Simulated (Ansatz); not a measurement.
`[NH2][Cu-][OH2+]`. Charge 0, multiplicity 1.

| atom | x (Å) | y (Å) | z (Å) |
| --- | --- | --- | --- |
| N1 | -0.514 | 1.182 | -1.368 |
| Cu2 | -0.009 | 0.136 | 0.026 |
| O3 | 0.390 | -0.949 | 1.610 |
| H4 | -0.498 | 0.662 | -2.241 |
| H5 | 0.147 | 1.942 | -1.503 |
| H6 | -0.403 | -1.229 | 2.079 |
| H7 | 0.887 | -1.745 | 1.397 |

Q: What are the harmonic wavenumbers in cm⁻¹ at PBE0-D4/def2-TZVP (Ansatz, finite differences of forces, unscaled)? (Estimate.)

A: Ansatz gave: 101, 144, 149, 360, 433, 561, 603, 631, 760, 1552, 1619, 3482, 3566, 3809, 3904.

Q: Is this a minimum?

A: Yes, all 15 modes are real.

Q: Give the ideal-gas thermochemistry at 298.15 K and 1 bar (rigid rotor, harmonic oscillator; point group C1, symmetry number 1).

A: Zero-point energy 129.6 kJ/mol; H(298) − E = 148.1 kJ/mol; entropy 312.1 J/(mol·K), of which translation 166.0, rotation 94.0, vibration 52.2; G(298) − E = 55.0 kJ/mol.
